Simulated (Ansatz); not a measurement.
Computed with Ansatz on PBE0-D4/def2-TZVP structures; ΔE is electronic, products minus reactants. CCSD(T)/CBS adds triple-zeta CCSD(T) − MP2 to the extrapolated MP2 energy (def2 sets, frozen cores). This one scheme is used for every species. DFT in def2-TZVPP. One conformer a species, not always the lowest.

`O[SiH2][AlH][Cl]` + H₂O → `[OH][AlH][Cl]` + `O[SiH3]`  (formal hydrolysis of the Al–Si bond)

`O[SiH2][AlH][Cl]`:

```xyz
8

O    -0.290   -1.536   -1.059
Si    0.799   -0.403   -0.539
Al   -0.348    1.115    1.014
Cl   -2.413    0.655    1.102
H    -1.207   -1.386   -0.822
H     1.946   -1.107    0.100
H     1.362    0.342   -1.703
H     0.151    2.319    1.908
```

H₂O:

Cartesian coordinates in Å:
```
O 0.320 0.164 -0.148
H 0.129 -0.014 0.775
H -0.449 -0.151 -0.627
```

`[OH][AlH][Cl]`:

Cartesian coordinates in Å:
```
O 0.145 -0.878 -0.931
Al 0.275 0.221 0.337
Cl -1.417 1.285 0.969
H -0.665 -1.062 -1.403
H 1.661 0.433 1.029
```

`O[SiH3]`:

```xyz
6

O    -0.616    0.576   -0.965
Si    0.046   -0.272    0.283
H    -0.126    1.324   -1.307
H     1.362   -0.861   -0.089
H    -0.918   -1.352    0.596
H     0.251    0.585    1.483
```

CCSD(T)/CBS gives -147.0 kJ/mol.

(1) Another level gave -150.8 kJ/mol. Which?
A. CAM-B3LYP/def2-TZVPP
B. CCSD(T)/def2-TZVPP
C. PBE/def2-TZVPP
D. PBE0/def2-TZVPP

Largest T1 diagnostic among the species: 0.011.

Results:

(1) B. CCSD(T)/def2-TZVPP -150.8, PBE0 -134.2, PBE -129.2, CAM-B3LYP -160.6 kJ/mol.

In def2-TZVPP, CCSD(T) changes the Hartree–Fock value by +18.7 kJ/mol (the triples alone add +2.6 kJ/mol) and MP2 by +8.9 kJ/mol. From BLYP to BHLYP (50 % exact exchange), in def2-TZVPP and without D4, ΔE moves by −9.8 kJ/mol.
